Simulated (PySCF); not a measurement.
# AsSe: from constants to spectrum

UHF-CCSD constants of AsSe, ²Π (doublet), unpaired electrons π ↑ (As x2c-TZVPPall, Se x2c-TZVPPall; spin-free X2C with a Gaussian nucleus (PySCF 2.14); masses 74.9216 and 79.9165 u):

* ωe: 422.0 cm⁻¹
* ωexe: 1.22 cm⁻¹
* Be: 0.094971 cm⁻¹
* αe: 0.000280 cm⁻¹
* D (centrifugal): 1.92e-08 cm⁻¹
* De to As + Se: 2.86 eV

(1) Give the vibrational terms G(v) and spacings up to v = 3.

(2) How well does the Morse estimate ωe²/(4ωexe) reproduce De, and what is D0?

Correlated steps freeze 18 core orbitals. Spin–orbit coupling is left out. The state is the lowest determinant that a PBE0 search found; another state may lie lower at other levels.

Answers

(1) G(v) = ωe(v+½) − ωexe(v+½)².

```json
{"v": "0", "G(v) (cm⁻¹)": "211", "G(v) − G(v−1)": "", "Bv (cm⁻¹)": "0.09483"}
{"v": "1", "G(v) (cm⁻¹)": "630", "G(v) − G(v−1)": "420", "Bv (cm⁻¹)": "0.09455"}
{"v": "2", "G(v) (cm⁻¹)": "1047", "G(v) − G(v−1)": "417", "Bv (cm⁻¹)": "0.09427"}
{"v": "3", "G(v) (cm⁻¹)": "1462", "G(v) − G(v−1)": "415", "Bv (cm⁻¹)": "0.09399"}
```

(2) It gives 4.52 eV, 158 % of the computed De. D0 = De − G(0) = 2.86 − 0.03 = 2.83 eV.
